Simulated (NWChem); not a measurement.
System: CH5BS; SMILES BSC

```xyz
8

B     -0.5939    -1.4640     0.1154
H     -0.1708    -2.5721    -0.0015
H     -1.6876    -1.2339     0.5331
S      0.4993    -0.1597    -0.3692
C     -0.4288     1.4021    -0.0746
H     -0.5213     1.9436    -1.0188
H      0.1266     2.0160     0.6381
H     -1.4208     1.1809     0.3230
```
Atoms are numbered in this order, from 1.

Level: B3LYP/6-31G* (spherical d) (NWChem), optimised geometry, unscaled harmonic frequencies. B3LYP is NWChem's, with the RPA form of VWN correlation.

Question: List the harmonic frequencies with IR intensities, and the thermochemistry.

Answer: 
```json
[
 {"frequency (cm⁻¹)": "67", "IR intensity (km/mol)": "0.2"},
 {"frequency (cm⁻¹)": "294", "IR intensity (km/mol)": "2.0"},
 {"frequency (cm⁻¹)": "457", "IR intensity (km/mol)": "0.0"},
 {"frequency (cm⁻¹)": "686", "IR intensity (km/mol)": "1.8"},
 {"frequency (cm⁻¹)": "805", "IR intensity (km/mol)": "6.5"},
 {"frequency (cm⁻¹)": "837", "IR intensity (km/mol)": "20.6"},
 {"frequency (cm⁻¹)": "931", "IR intensity (km/mol)": "13.0"},
 {"frequency (cm⁻¹)": "1003", "IR intensity (km/mol)": "9.4"},
 {"frequency (cm⁻¹)": "1009", "IR intensity (km/mol)": "5.2"},
 {"frequency (cm⁻¹)": "1214", "IR intensity (km/mol)": "56.3"},
 {"frequency (cm⁻¹)": "1387", "IR intensity (km/mol)": "4.8"},
 {"frequency (cm⁻¹)": "1502", "IR intensity (km/mol)": "7.0"},
 {"frequency (cm⁻¹)": "1514", "IR intensity (km/mol)": "8.5"},
 {"frequency (cm⁻¹)": "2631", "IR intensity (km/mol)": "87.2"},
 {"frequency (cm⁻¹)": "2730", "IR intensity (km/mol)": "88.5"},
 {"frequency (cm⁻¹)": "3079", "IR intensity (km/mol)": "17.9"},
 {"frequency (cm⁻¹)": "3164", "IR intensity (km/mol)": "7.2"},
 {"frequency (cm⁻¹)": "3179", "IR intensity (km/mol)": "3.8"}
]
```

```json
{
  "zero_point_energy": "37.8 kcal/mol",
  "thermal correction to the enthalpy at 298.15 K (with zero-point energy)": "41.4 kcal/mol",
  "heat capacity Cv": "14.7 cal/(mol K)",
  "entropy at 298.15 K and 1 atm (symmetry number 1)": "69.1 cal/(mol K)",
  "dipole_moment": "1.72 D"
}
```

Rigid rotor and harmonic oscillator; modes under 100 cm⁻¹ make the entropy uncertain.
